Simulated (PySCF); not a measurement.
## Two-component Hartree-Fock for Co³⁺ (cobalt, charge +3)

Start: [Ar] 3d6; 3d3/2 filled at m_j = +3/2; 3d5/2 filled at m_j = -3/2, -1/2, +1/2, +3/2, +5/2. Calculated with PySCF 2.14 in x2c-TZVPall-2c with one added diffuse shell each of s, p, d type (7s8p5d1f, 63 functions): generalised Hartree-Fock with the X2C-1e Hamiltonian and a Gaussian nucleus; one run each with spin-orbit coupling (SO) switched off, then screened by Boettger's factors. This is a chosen level, not necessarily the ground level.

```csv
spinor shell,electrons,"ε, spin-free (eV)","ε, screened SO (eV)",weight of nominal j (screened SO),"rms radius, screened SO (bohr)"
1s1/2,2,-7815.6,-7815.5,1.000,0.0649
2s1/2,2,-1004.5,-1004.4,1.000,0.276
2p1/2,2,-862.06,-872.72,0.987,0.247
2p3/2,4,-862.06,-856.82,0.993,0.249
3s1/2,2,-163.93,-163.91,1.000,0.825
3p3/2,4,-120.25,-119.37,0.829,0.876
3p1/2,2,-120.25,-122.03,0.659,0.872
3d5/2,5,-57.212,-58.272,0.585,1.02
3d3/2,1,-57.212,-51.928,0.788,1.08
```

```csv
quantity,spin-free,screened SO
E (hartree),-1389.88127,-1389.90969
M_J,4,4
⟨J²⟩,20.004,20.005
⟨L²⟩,6.002,6.012
⟨S²⟩,6.003,5.998
```

Each row is a mean over spinors that exchange with the open shell spreads, by up to 17.243 eV (3p3/2).

Rows whose weight is well below 1 are mixtures of j = l ± 1/2: exchange outweighs spin-orbit coupling there, and the label is only the starting occupation.

Without spin-orbit coupling the j labels of p, d and f shells carry no meaning; the spin-free column gives the mean over the occupied spinors of each nl shell.
